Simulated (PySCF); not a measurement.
# Correlation energy of Pb⁺ (lead, charge +1)

[Xe] 4f14 5d10 6s2 6p1, 2P determinant. Computed with PySCF 2.14 in def2-TZVPPD with the def2 core potential (60 electrons) (7s5p4d2f, 56 functions), with a scalar-relativistic core potential. Frozen: 5s2 5p6 5d10; 3 electrons correlated.

```
  level  correlation energy (mhartree)
   CCSD                         -36.28
    (T)                          -0.42
CCSD(T)                         -36.70
  CCSDT                         -36.82
```

Diagnostics: T1 = 0.0073, D1 = 0.0169, largest double amplitude 0.071.

Spin-orbit coupling, absent here, splits the open shell strongly.

Cost of the coupled-cluster step: of the order of 1.4 core-seconds, for 3 correlated electrons.

Iterations:

```
CC2 = 0
CCSD nocc = (np.int64(2), np.int64(1)), nmo = (47, 47)
frozen orbitals [[0, 1, 2, 3, 4, 5, 6, 7, 8], [0, 1, 2, 3, 4, 5, 6, 7, 8]]
max_cycle = 100
direct = 0
conv_tol = 1e-08
conv_tol_normt = 1e-06
diis_space = 8
diis_start_cycle = 0
Init t2, MP2 energy = -0.0274511798355158
Init E_corr(UCCSD) = -0.0274511798568917
cycle = 1  E_corr(UCCSD) = -0.0335561043363154  dE = -0.00610492448  norm(t1,t2) = 0.0366559
cycle = 2  E_corr(UCCSD) = -0.035304855489224  dE = -0.00174875115  norm(t1,t2) = 0.0135031
cycle = 3  E_corr(UCCSD) = -0.0362857538973278  dE = -0.000980898408  norm(t1,t2) = 0.00552098
cycle = 4  E_corr(UCCSD) = -0.0362730918011608  dE = 1.26620962e-05  norm(t1,t2) = 0.000619035
cycle = 5  E_corr(UCCSD) = -0.0362768003940796  dE = -3.70859292e-06  norm(t1,t2) = 7.93833e-05
cycle = 6  E_corr(UCCSD) = -0.0362760984865619  dE = 7.01907518e-07  norm(t1,t2) = 1.15013e-05
cycle = 7  E_corr(UCCSD) = -0.036276381324012  dE = -2.8283745e-07  norm(t1,t2) = 2.14803e-06
cycle = 8  E_corr(UCCSD) = -0.0362762941202469  dE = 8.72037651e-08  norm(t1,t2) = 4.74241e-07
cycle = 9  E_corr(UCCSD) = -0.0362763023789368  dE = -8.25868988e-09  norm(t1,t2) = 9.06668e-08
UCCSD converged
E(UCCSD) = -191.6305304426114  E_corr = -0.03627630237893676
UCCSD(T) correction = -0.00041591917144164
```
